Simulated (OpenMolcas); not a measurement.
## neutral phosphorus: effect of the active space

```json
{
 "Program": "OpenMolcas 26.06",
 "Method": "CASSCF or its RAS form",
 "Basis": "ANO-R3",
 "Scalar Hamiltonian": "X2C, finite nucleus",
 "Spin-orbit coupling": "RASSI with atomic mean-field integrals over the reference wave functions, term energies averaged over their components"
}
```

A. 3 electrons in 3 orbitals (3p); 2S+1 = 4 odd, 1 root; 2S+1 = 2 odd, 8 roots; cost about 4 core-seconds
B. 5 electrons in 4 orbitals (3s 3p); 2S+1 = 4 odd, 1 root; 2S+1 = 2 odd, 8 roots; 2S+1 = 4 even, 3 roots; cost about 12 core-seconds
C. 3 electrons in 9 orbitals (RAS2 3p; RAS3 3d 4s, at most 1 electron); 2S+1 = 4 odd, 1 root; 2S+1 = 2 odd, 8 roots; 2S+1 = 4 even, 3 roots; 2S+1 = 2 even, 8 roots; cost about 26 core-seconds

Energies in cm⁻¹ above 3s² 3p³ ⁴S°_3/2, the measured ground level; measured values from NIST Handbook of Basic Atomic Spectroscopic Data.

```csv
Level,A,B,C,Measured
3s² 3p³ ⁴S°_3/2,0.0,0.0,0.0,0.0
3s² 3p³ ²D°_3/2,15356,15341,15356,11361
3s² 3p³ ²D°_5/2,15362,15353,15362,11377
3s² 3p³ ²P°_1/2,25405,20729,25405,18723
3s² 3p³ ²P°_3/2,25413,20733,25413,18748
```

Deviations, from unrounded energies. A percentage is the sum of absolute deviations over the sum of measured energies, with the sign that they share, or ± where signs differ.

| Against measurement | Levels | A | B | C |
| --- | --- | --- | --- | --- |
| mean absolute deviation (cm-1) | 4 | 5300 | 3000 | 5300 |
| other terms of the ground configuration (%) | 4 | +35.4 | +19.8 | +35.4 |

B lies closest to measurement on these levels and A furthest from it. The largest miss of B in the table is 3s² 3p³ ²D°_3/2, by +4000 cm-1. The ranking rests on the paired levels alone, and a cruder setting can come out closer through cancelling errors.

Among A to C the level of the table that moves most is 3s² 3p³ ²P°_3/2, by 4700 cm-1 (lowest in B, highest in A).

Without dynamic correlation excited terms often stand tens of per cent too high (terms of higher spin than the ground term too low), and those without a measured partner can miss by more than the paired ones. With the s shell closed, the reference lacks s² → p² mixing (holds for A; C). Computed and measured levels are paired by configuration, term and J; levels that our copy of the source lacks, or whose pairing is in doubt (as where it misses far off the trend of its configuration), stay unpaired and out of the deviations. Levels of configurations outside the active space are missing. Levels that lie high or do not pair safely by name in every column are left out.

° marks odd parity.
